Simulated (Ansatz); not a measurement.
Job for Ansatz (a first-principles code): R-B3LYP/def2-TZVPPD on C2H4O3 (a complex). Files ending in .json are basis or fitting sets from the Basis Set Exchange.

Ansatz 0.2 input:
```yaml
crystal:
  periodic: [false, false, false]
  atoms:
    - {symbol: O, position_ang: [0.09206067, -1.04048031, -0.02434827]}
    - {symbol: C, position_ang: [-0.03155531, 0.03655820, 0.38639047]}
    - {symbol: O, position_ang: [-0.15904639, 1.13147955, 0.74846678]}
    - {symbol: C, position_ang: [-0.09153591, 0.14581880, 4.04513600]}
    - {symbol: O, position_ang: [0.12911533, -0.77205980, 2.98052118]}
    - {symbol: H, position_ang: [-1.03466441, -0.05043626, 4.56530851]}
    - {symbol: H, position_ang: [-0.14253080, 1.13539493, 3.59503616]}
    - {symbol: H, position_ang: [0.72749095, 0.13267799, 4.77146490]}
    - {symbol: H, position_ang: [0.16844426, -1.66660933, 3.33187375]}
basis:
  gaussian:
    orbitals: def2-TZVPPD.json
hamiltonian:
  xc: {name: B3LYP}
scf: {lower_state_search: off}
```

The log:

```
WARN ansatz: RAYON_NUM_THREADS=1 ignored (pool sized by the plan → 1); use --threads N
Functional definition: B3LYP
these checks for a lower state are left out or cut short: stability, starts, cluster_reference, orbital_swaps, neighbouring_geometries, increment
integrals: 0.16 GiB planned
1136 factors; their error is unknown
mean field: 1.50 GiB planned
mean field evaluation 1: about -8275.3180 eV, gradient 7.5e1 eV
mean field evaluation 2: about -8262.5120 eV, gradient 1.1e2 eV
mean field evaluation 4: about -8284.5817 eV, gradient 3.9e0 eV
mean field evaluation 8: about -8284.6136 eV, gradient 1.6e-1 eV
mean field evaluation 16: about -8284.6218 eV, gradient 6.7e-5 eV
mean field -8284.62183582 eV, -304.4542369479 hartree, gradient 6.7e-6 eV, S^2 0.000000; 0 other end points of the search recorded, 0 dependent functions left out
reference -8284.62214125 eV, -304.4542481723 hartree; 20, 20 occupied and 242, 242 virtual orbitals, 1136 factors
Total energy: -8284.62214125 eV, -304.4542481723 hartree
Checks for a lower state left out: stability, starts, cluster_reference, orbital_swaps, neighbouring_geometries, increment
```

The calculation finished and met its thresholds.

Cost: roughly 6 core-seconds.
